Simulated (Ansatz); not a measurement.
A structure drawn as `C[CH]1[AlH][GeH2]1`, with this starting geometry:

```xyz
11

C    -0.240    1.219    0.730
C     0.400   -0.095    0.534
Al    1.202   -0.326   -1.196
Ge   -0.890   -1.387   -0.301
H    -0.859    1.587   -0.086
H    -0.904    1.227    1.669
H     0.542    2.017    0.941
H     0.945   -0.486    1.362
H     2.299   -0.038   -2.404
H    -2.008   -0.839   -1.111
H    -0.487   -2.879   -0.137
```

The species carries charge 0 and has multiplicity 1.

Relax it with Ansatz at PBE-D4/def2-SVP and then PBE0-D4/def2-TZVP. Is the drawn bonding still there?

Yes, every drawn bond is still there and no new one forms.

Give the relaxed structure. (Estimate.)

Ansatz gave: 
Z-matrix (Å, degrees):
```
C
C 1 1.514
H 1 1.093 2 111.4
H 1 1.095 2 112.1 3 119.9
H 1 1.095 2 111.7 3 -119.5
Al 2 1.939 1 134.7 3 45.6
Ge 2 2.046 1 123.5 3 -53.7
H 2 1.103 1 111.4 3 -176.2
H 6 1.585 2 145.4 1 51.5
H 7 1.543 2 111.2 1 24.3
H 7 1.539 2 114.9 1 -100.3
```
No frequency check was run.

Atoms count as bonded under 1.1 times the sum of their covalent radii (H–H under 0.85 Å, pairs among N, O and F under 1.55 Å), and a drawn bond as lost past 1.3 times.
